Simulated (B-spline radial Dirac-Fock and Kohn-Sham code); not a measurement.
## Binding energies of Zr¹⁶⁺ at several levels of theory

System: Zr¹⁶⁺, configuration 1s2 2s2 2p6 3s2 3p6 3d6.

The density-functional columns are spherical, spin-unpolarised Dirac-Kohn-Sham results without Breit or QED terms: −ε is minus the orbital energy of the initial state and ΔSCF the difference of two total energies. The reference in the last column comes from Dirac-Fock (average of configuration) total-energy differences with a finite nucleus, the Breit interaction including its frequency dependence, and self-energy and vacuum-polarisation corrections. All numbers are from an atomic code on a B-spline grid, in eV; a selection of levels is shown. For the 1s level of heavy atoms much of the gap between ΔSCF and the reference is the Breit and QED part, -46.6 eV here; for other levels the error of the functional can be larger.

| level | LDA −ε | LDA ΔSCF | Dirac-Fock |
| --- | --- | --- | --- |
| K | 18273.8 | 18547.0 | 18505.9 |
| L1 | 2942.8 | 3001.2 | 3037.7 |
| L2 | 2737.9 | 2807.1 | 2810.1 |
| L3 | 2651.9 | 2718.9 | 2725.2 |
| M1 | 827.4 | 852.4 | 870.5 |
| M2 | 751.6 | 777.1 | 783.4 |
| M3 | 735.9 | 761.0 | 767.7 |
| M4,5 | 604.2 | 631.1 | 629.5 |

Values without a named source are computed, but for edge energies of neutral atoms, which are taken from tables.
